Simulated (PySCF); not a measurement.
Ti(F)3(NH2) (F3H2NTi), SMILES [NH2][Ti]([F])([F])[F], multiplicity 1. Atoms are numbered in the order given.

```xyz
7

Ti     0.0461     0.0235     0.0000
F      0.4732     0.8686    -1.4764
F      0.4732     0.8686     1.4764
F      0.8677    -1.5366     0.0000
N     -1.7993    -0.2328     0.0000
H     -2.3727    -0.3466    -0.8436
H     -2.3727    -0.3466     0.8436
```

Geometry: PBE-D3(BJ)/def2-SVP. The multiplicity is an assumed one; no other spin state was optimised. The structure was generated by enumeration; whether it is a known compound was not checked. The values are those of a single conformer.

Two levels are set side by side: PBE/pcSseg-1 (PySCF) and KT2/pcSseg-1 (PySCF). GIAO shifts against CFCl3 (¹⁹F), NH3 (¹⁵N), TMS (¹H) at the same level; non-relativistic, no solvent, atoms listed together averaged. Differences are taken from unrounded values.

| quantity | KT2 |
|---|---|
| δ(¹⁵N) of N5 (ppm) | 233.2 |
| δ(¹H) of H6, H7 (ppm) | 7.86 |

**Question.** What does PBE give, and how far is it from KT2? (An estimate is asked for; the answer gives what the named calculation found.)

**Answer.** 
```tsv
quantity	PBE	PBE minus KT2
δ(¹⁵N) of N5 (ppm)	235.8	2.6
δ(¹H) of H6, H7 (ppm)	7.62	-0.24
```

Rough cost on one machine, each run with all the roots and properties that it gave: KT2 against PBE within a factor of 2.
